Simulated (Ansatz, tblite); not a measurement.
Adding an electron: the cluster B2P2⁺. Total charge 1; doublet. Geometry: PBE-D4/def2-TZVP. Ansatz, gas phase; energy differences of separate SCF runs; the reduced species is a triplet (the singlet lies 0.88 eV higher at PBE0-D4/def2-TZVP).

Cartesian coordinates in Å:
```
B -0.239 -0.608 0.559
B 0.240 0.607 -0.560
P 1.237 0.420 0.986
P -1.239 -0.419 -0.986
```

The xTB rows come from tblite. HOMO above LUMO, or a gap near zero within one spin, warns that the state may not be the lowest or that an electron is smeared out. The structure comes from a short search, and lower isomers may exist.

| level | −HOMO (eV) | −LUMO (eV) | vertical EA (eV) | HOMO–LUMO gap (eV) | remarks |
| --- | --- | --- | --- | --- | --- |
| GFN1-xTB | – | – | 12.63 | – | – |
| GFN2-xTB | – | – | 11.61 | – | – |
| PBE-D4/def2-TZVP | 11.67 | 11.61 | 8.73 | 0.06 | gap within one spin near zero (+1 doublet) |
| r2SCAN-D4/def2-TZVP | 11.97 | 11.62 | 8.93 | 0.35 | – |
| PBE0-D4/def2-TZVP | 12.65 | 10.82 | 8.84 | 1.82 | – |

  HOMO and LUMO are the levels of the spin that leaves or enters (xTB has no such levels and no spin-polarisation term). Other spin states of the ions may lie lower, which would lower the ionisation energy or raise the affinity. Raw xTB energy differences between charge states are shifted by several eV; the methods need an empirical correction for them.
